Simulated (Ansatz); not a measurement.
[TcOF4]- (TcOF4⁻), relaxed as a triplet with UKS PBE0-D4/def2-SVPD in Ansatz, starting from the PBE0-D4/def2-SVPD geometry of the charge -1 singlet. Force threshold 0.02 eV/Å.

In the def2 sets Tc takes a core potential; there is no spin–orbit coupling. At PBE0-D4/def2-TZVPD a singlet of charge -1 lies 0.06 eV below the triplet, each at its own geometry.

Start:

| atom | x (Å) | y (Å) | z (Å) |
| --- | --- | --- | --- |
| Tc1 | -0.1305 | -0.0257 | -0.1068 |
| O2 | -1.3731 | -0.2707 | -1.1236 |
| F3 | 1.5279 | -0.2373 | -1.0238 |
| F4 | 0.3811 | -1.6666 | 0.7192 |
| F5 | -0.7747 | 0.3857 | 1.6401 |
| F6 | 0.3694 | 1.8145 | -0.1051 |

```tsv
step	energy (eV)	largest force component (eV/Å)	SCF passes
1	-15096.8754	6.341	70
2	-15097.3154	1.301	42
3	-15097.4109	0.563	47
4 (rejected)	-15097.3934	2.560	40
5	-15097.5011	0.710	39
6	-15097.5478	0.785	35
7	-15097.5718	0.418	28
8	-15097.5757	0.061	26
9	-15097.5814	0.051	29
10	-15097.5815	0.015	33
```

Force components are those of the run's own axes.

End:

```xyz
6

Tc   -0.012   -0.002   -0.010
O    -1.295   -0.255   -1.060
F     1.652   -0.192   -0.840
F     0.115   -1.851    0.537
F    -0.567    0.406    1.727
F     0.107    1.895   -0.355
```

By distances, no bond broke or formed. The bond that changes most is Tc1–O2, from 1.62 to 1.68 Å (atoms count from 1).

No frequencies were taken in this run, so the end may be a saddle point.

Run time 34 s (4 threads of Arm Neoverse V2 on a shared host).
